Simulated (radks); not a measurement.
The numbers below are computed, except where a source is named.
Charge is removed step by step from the 3d level of Fe, starting from [Ar] 3d6 4s2. Level of theory: non-relativistic Kohn-Sham, PBE, spin-unpolarised, spherical densities, point nucleus (a radial shooting solver on a logarithmic mesh with Libxc functionals).

removed (e)  E - E(0) (eV)  eigenvalue (eV)  E minus straight line (eV)
0                    0.000           -7.776                       0.000
0.125                1.068           -9.329                      -0.748
0.25                 2.335          -10.949                      -1.297
0.375                3.808          -12.631                      -1.640
0.5                  5.495          -14.374                      -1.769
0.625                7.404          -16.175                      -1.676
0.75                 9.541          -18.031                      -1.355
0.875               11.914          -19.941                      -0.799
1                   14.529          -21.902                       0.000

Removing the whole electron costs 14.529 eV by Delta-SCF, against 7.776 eV from minus the eigenvalue at the starting occupation. Slater's transition state (half an electron removed) gives 14.374 eV. Integrating minus the eigenvalue over the occupation (Janak's theorem) gives 14.529 eV. The mean slope of the eigenvalue, de/dn, is 14.1 eV per electron.
